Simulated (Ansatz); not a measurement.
Cost and result up the ladder for Zn₇H₂₀Se₇ (34 atoms). Charge 0, multiplicity 1. Geometry: PBE-D4/def2-SVP.

Cartesian coordinates in Å:
```
Se 3.0508 0.8691 1.2597
Se 1.1578 -1.5787 -0.7097
Se -1.5901 -0.3502 -3.0665
Se 0.8237 -1.8743 2.7599
Se -0.2810 1.8197 2.9099
Se -1.8835 -0.3965 0.7507
Se 0.3898 1.9334 -0.7545
Zn 0.7037 -1.3944 -3.3702
Zn 1.8152 0.4039 3.4915
Zn -1.0454 -2.9007 -0.0800
Zn 2.1504 0.5583 -2.1641
Zn -1.5272 2.1509 -2.6372
Zn -2.2780 2.1012 -0.0315
Zn -3.0296 -1.5908 -1.3862
H 0.9575 -2.7542 -4.0950
H 1.4465 0.1332 -3.6144
H 2.5408 0.5687 4.8677
H -0.7526 -3.9391 1.0575
H 3.6104 0.9981 -1.7983
H -1.1766 3.2205 -3.7189
H -2.8835 2.0724 -1.5821
H -2.5837 3.0158 1.2048
H -2.0126 -2.9751 -1.4340
H -4.5880 -1.5022 -1.3327
H 4.3160 0.3514 1.8719
H 3.4393 2.2502 1.6713
H 2.0282 -2.7462 -0.9939
H -2.2802 -0.5220 -4.3664
H 2.1338 -2.5789 2.8749
H 0.5510 -2.1881 4.1995
H -1.1028 1.2500 4.0149
H 0.2193 2.8783 3.8461
H -3.1677 -0.5814 1.4708
H 0.8484 3.2975 -1.1154
```

Ansatz on 4 threads of AMD EPYC 7R13 on a shared host and a share (37 GiB) of an NVIDIA H100 80GB HBM3. Times are rough, and most runs start from the orbitals of an earlier one. PBE0-D4/def2-TZVP serves as the yardstick here, not as an exact answer. Differences are given only for rows in sets of like size (and for xTB, whose basis is part of the method), since another set adds its own error. Binding counts from free atoms at the same level (Se triplet, Zn singlet, H doublet; other spins of the atoms weren't run), without zero-point energy or a counterpoise term.

Correlated methods freeze 126 core orbitals; core or outer-core shells of Se are correlated, in sets that lack core-valence functions. The rows differ in basis, and correlated rows in double-zeta sets carry the largest basis error. Single mean-field runs in def2-SVP, def2-TZVP are fitted with def2-universal-jkfit. In the singlet geometry the species has come apart into loosely held pieces. Another isomer (singlet) lies 1.59 eV lower at PBE0-D4/def2-TZVP; other spin states weren't run for this one.

Correlated methods converge slowly with the basis, most of all in double-zeta sets.

```json
{"level": "PBE-D4/def2-SVP", "functions": "541", "wall time": "6.5 s", "binding energy per atom (eV)": "2.19", "difference from PBE0-D4/def2-TZVP (eV)": "–", "remarks": "–"}
{"level": "r2SCAN-D4/def2-TZVP", "functions": "792", "wall time": "8.5 s", "binding energy per atom (eV)": "2.16", "difference from PBE0-D4/def2-TZVP (eV)": "0.06", "remarks": "–"}
{"level": "MP2/def2-SVP", "functions": "541", "wall time": "9.5 s", "binding energy per atom (eV)": "1.97", "difference from PBE0-D4/def2-TZVP (eV)": "–", "remarks": "–"}
{"level": "PBE-D4/def2-TZVP (with forces)", "functions": "792", "wall time": "10 s", "binding energy per atom (eV)": "2.11", "difference from PBE0-D4/def2-TZVP (eV)": "0.00", "remarks": "–"}
{"level": "BHLYP-D4/def2-TZVP", "functions": "792", "wall time": "11 s", "binding energy per atom (eV)": "2.07", "difference from PBE0-D4/def2-TZVP (eV)": "-0.04", "remarks": "–"}
{"level": "PBE0-D4/def2-SVP", "functions": "541", "wall time": "12 s", "binding energy per atom (eV)": "2.17", "difference from PBE0-D4/def2-TZVP (eV)": "–", "remarks": "–"}
{"level": "HF/STO-3G", "functions": "272", "wall time": "14 s", "binding energy per atom (eV)": "1.76", "difference from PBE0-D4/def2-TZVP (eV)": "–", "remarks": "HOMO above zero"}
{"level": "PBE0-D4/def2-TZVP", "functions": "792", "wall time": "16 s", "binding energy per atom (eV)": "2.11", "difference from PBE0-D4/def2-TZVP (eV)": "0.00", "remarks": "–"}
```
